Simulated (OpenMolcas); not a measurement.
A run on Tc3+ among 6 point charges of -1.7 e arranged as a tetragonal octahedron (D4h), 2.12 Å from the ion, with the axial distance 1.972 Å.

| Item | Value |
| --- | --- |
| Program | OpenMolcas 26.06 |
| Method | SS-CASPT2, IPEA 0.25 Eh, imaginary shift 0.1 Eh (closed shells correlated: 4s 4p) |
| Basis | ANO-RCC-VTZP [7s6p4d2f1g] |
| Scalar Hamiltonian | DKH2, point nucleus |
| Active space | 4 electrons in 5 orbitals (4d) |
| State averaging | 2S+1 = 5 even, 5 roots; 2S+1 = 3 even, 45 roots; 2S+1 = 1 even, 50 roots |
| Spin-orbit coupling | RASSI with atomic mean-field integrals over the reference wave functions |

First CASPT2 step and the start of its output:

```
&CASPT2
Multistate=5 1 2 3 4 5
NoMult
Frozen=8 6
IPEA=0.25
Imaginary=0.1
MaxIter=60
WThr=0.0 0.3 0.05
PrWF=0.5
NoMix
```

```
--- CASPT2 ---
Orbital specifications:
      -----------------------

      Symmetry species                           1   2
                                                ag  au
      Frozen orbitals                            8   6
      Inactive orbitals                          1   3
      Active orbitals                            5   0
      Secondary orbitals                        22  23
      Deleted orbitals                           0   0
      Number of basis functions                 36  32
Type of calculation                        SS-CASPT2
      Fock operator                              state-specific
      IPEA shift                                 0.25
      Real shift                                 0.00
      Imaginary shift                            0.10
      The input orbitals will be transformed to quasi-canonical
Reference energy:       -4288.5654585882
      E2 (Non-variational):      -0.3285232648
      Shift correction:          -0.0001332113
      E2 (Variational):          -0.3286564761
      Total energy:           -4288.8941150643
      Residual norm:              0.0000004990
      Reference weight:           0.94383
      Contributions to the CASPT2 correlation energy
      Active & Virtual Only:         -0.0392864501
      One Inactive Excited:          -0.1600561530
      Two Inactive Excited:          -0.1291806617
Reference energy:       -4288.5459750628
      E2 (Non-variational):      -0.3288739456
      Shift correction:          -0.0001328960
      E2 (Variational):          -0.3290068416
      Total energy:           -4288.8749819044
      Residual norm:              0.0000000484
      Reference weight:           0.94378
      Contributions to the CASPT2 correlation energy
      Active & Virtual Only:         -0.0392686577
...
```

Over all roots the printed reference weights run from 0.56 to 0.94, and roots that are degenerate in the reference spread by up to 0.059 cm-1.

Did the run give usable levels, and if not, why?

No. The equations converged, but the reference weight falls to 0.56 for at least one root against 0.94 for the best. A drop of that size marks an intruder state, so the energies of such roots and the levels built on them can't be trusted.
